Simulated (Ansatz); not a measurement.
Ansatz results at the PBE0-D4/def2-TZVP geometry: size of the dipole moment (B3LYP/def2-TZVPP) 1.87 D; LUMO energy (PBE0/def2-TZVPP) 0.65 eV; HOMO energy (B3LYP/def2-TZVPP) -8.75 eV.

Each molecule was computed in one conformer, which needn't be the lowest.

Task: Which molecule gave them?
A. `BC=S`
B. `CO[SiH2][AlH2]`
C. `OC(O)(O)F`
D. `N[CH2][Al]([OH])[OH]`

Result: C. The others give `BC=S`: 1.70, -2.88, -7.39; `N[CH2][Al]([OH])[OH]`: 3.44, -0.11, -6.64; `CO[SiH2][AlH2]`: 0.84, -2.02, -7.24.

B3LYP here is the variant with VWN-RPA as its local correlation; programs differ in this.
